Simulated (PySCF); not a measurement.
**Computed structure and properties of [Er(OH)4]−**

System: [Er(OH)4]− (singlet in the valence; each metal's 4f electrons, 11 of them, lie in its core potential, out of spins and levels); start: template (S4). Method: PySCF 2.14.0, RKS PBE0, Er lcecp-1-SVP with ECP57, O def2-SVP, H def2-SVP; non-relativistic Hamiltonian with scalar-relativistic core potentials where named; density fitting; no spin-orbit coupling.

Input of the relaxation:

```python
mol = gto.M(atom='''
Er     0.00000     0.00000    -0.00000
O      1.23080     1.23080     1.23080
H      1.99790     1.50290     1.75040
O     -1.23080    -1.23080     1.23080
H     -1.99790    -1.50290     1.75040
O      1.23080    -1.23080    -1.23080
H      1.50290    -1.99790    -1.75040
O     -1.23080     1.23080    -1.23080
H     -1.50290     1.99790    -1.75040''',
    basis={'Er': 'lcecp-1-SVP', 'O': 'def2-SVP', 'H': 'def2-SVP'},
    ecp={'Er': 'lcecp-1-SVP'},
    charge=-1, spin=0)
mf = dft.RKS(mol, xc='PBE0')
mf.grids.atom_grid = (50, 194)  # f atoms: unpruned, at least (60, 302)
mf = mf.density_fit()  # fitting sets: Er AutoAux, O def2-universal-JKFIT, H def2-universal-JKFIT
mf.conv_tol = 1e-08; mf.max_cycle = 55
mf.kernel(dm0)  # dm0: converged density of the start geometry
# quasi-Newton relaxation in Cartesian coordinates to a largest gradient under 0.00045 Eh/bohr, steps kept in the point group
```

Run from Python with OMP_NUM_THREADS=2; the lines above give its settings. Where DIIS fails, smearing, a level shift and second-order steps follow.
It took 40 s on 2 threads of Intel(R) Xeon(R) Platinum 8375C CPU @ 2.90GHz (Ice Lake) (shared host), from the converged density of the start.

Course of the relaxation:

| step | energy above end (eV) | largest force component within the symmetry (eV/Å) |
| --- | --- | --- |
| 0 | 0.0705 | 0.502 |
| 1 | 0.0126 | 0.194 |
| 2 | 0.0005 | 0.011 |
| 3 | 0.0004 | 0.006 |
| 4 | 0.0003 | 0.006 |
| 5 | 0.0001 | 0.012 |
| 6 | 0.0001 | 0.011 |
| 7 | 0.0000 | 0.007 |

Relaxed geometry (S4):

```xyz
9

Er    0.0000    0.0000    0.0000
O     1.2187    1.2127    1.1940
H     1.9853    1.4971    1.6851
O    -1.2187   -1.2127    1.1940
H    -1.9853   -1.4971    1.6851
O     1.2127   -1.2187   -1.1940
H     1.4971   -1.9853   -1.6851
O    -1.2127    1.2187   -1.1940
H    -1.4971    1.9853   -1.6851
```

```json
{"contact": "Er1–O2 (OH)", "Å": "2.093"}
{"contact": "Er1–O4 (OH)", "Å": "2.093"}
{"contact": "Er1–O6 (OH)", "Å": "2.093"}
{"contact": "Er1–O8 (OH)", "Å": "2.093"}
```

On the finer grid (75, 302):

| Item | Value |
| --- | --- |
| HOMO | -2.32 eV |
| LUMO | 4.33 eV |
| Dipole about the centre of mass | 0.00 D |
| Set of Mulliken populations of Er1 outside the core potential | s 2.21, p 6.52, d 1.43, f 0.08 |
| D3(BJ) dispersion energy (not in the energies) | -0.114 eV |

| atom | Mulliken (e) | Löwdin (e) | spin (e) |
| --- | --- | --- | --- |
| Er1 | 0.78 | 0.24 | 0.00 |
| O2 | -0.57 | -0.35 | 0.00 |
| H3 | 0.13 | 0.04 | 0.00 |
| O4 | -0.57 | -0.35 | 0.00 |
| H5 | 0.13 | 0.04 | 0.00 |
| O6 | -0.57 | -0.35 | 0.00 |
| H7 | 0.13 | 0.04 | 0.00 |
| O8 | -0.57 | -0.35 | 0.00 |
| H9 | 0.13 | 0.04 | 0.00 |

The 4f levels lie in the core potential and are missing. Their spin isn't counted.

On the grid (50, 194), as all that follows. Harmonic modes: 1 unstable but soft, so probably a saddle point, though modes this soft are near the noise (counted below −25 cm⁻¹); lowest -26 cm⁻¹ (negative: unstable), highest 4029 cm⁻¹, zero-point energy 1.223 eV.

Taking off one OH (charge -1, singlet; the rest: singlet) in vacuum, both parts rigid, costs 5.77 eV; the small basis without counterpoise inflates it.

Rigid scan of OH along the line from its metal:

| distance to O2 (Å) | energy (eV) |
| --- | --- |
| 1.79 | 1.117 |
| 1.89 | 0.422 |
| 1.99 | 0.090 |
| 2.09 | 0.000 |
| 2.19 | 0.067 |
| 2.29 | 0.233 |
| 2.49 | 0.714 |
| 2.79 | 1.527 |
| 3.19 | 2.483 |
| 3.69 | 3.374 |

One start shape was tried, so this needn't be the lowest isomer.

An lcecp potential fixes the number of 4f electrons, so in runs with it no electron can move into or out of that shell.
